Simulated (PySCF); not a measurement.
BeN: frontier orbitals

TPSS at R = 1.609 Å; basis Be 6-31G(d,p), N 6-31G(d,p); no relativity; PySCF 2.14. State: ⁴Σ⁻ (quartet), unpaired electrons σ ↑, π ↑↑. Only the outer orbitals are listed, counted within each symmetry.

```tsv
spin	orbital	occ.	ε (eV)	on Be (%)	main shells (%)
α	3σ	1	-19.87	8	90 N s
α	1π	1	-7.91	10	90 N p, 10 Be p
α	1π	1	-7.91	10	90 N p, 10 Be p
α	4σ	1	-7.83	25	68 N p, 21 Be s
α	5σ	1	-5.04	90	59 Be s, 31 Be p, 9 N p
α	2π	0	-1.15	92	92 Be p
α	2π	0	-1.15	92	92 Be p
β	3σ	1	-16.79	15	83 N s
β	4σ	1	-6.73	22	69 N p, 17 Be s, 9 N s
β	1π	0	-4.21	28	72 N p, 27 Be p
β	1π	0	-4.21	28	72 N p, 27 Be p
β	5σ	0	-3.73	93	60 Be s, 33 Be p
```

Q: Which are the highest filled and the lowest empty level, where do they sit, and how wide is the gap?

A: Highest filled α 5σ at -5.04 eV (in %: 59 Be s, 31 Be p, 9 N p); lowest empty β 1π at -4.21 eV (in %: 72 N p, 27 Be p); the gap at TPSS is 0.83 eV.

| Item | Value |
| --- | --- |
| bond order (Mayer) | 1.21 |
| ⟨S²⟩ | 3.754 |
| charge on Be (Mulliken, basis-dependent) | 0.18 |
| charge on Be (Löwdin, basis-dependent) | -0.05 |
| dipole moment (positive dipole means Be(−)N(+)) | -0.99 D |

The state is the lowest determinant that a PBE0 search found; another state may lie lower at other levels.
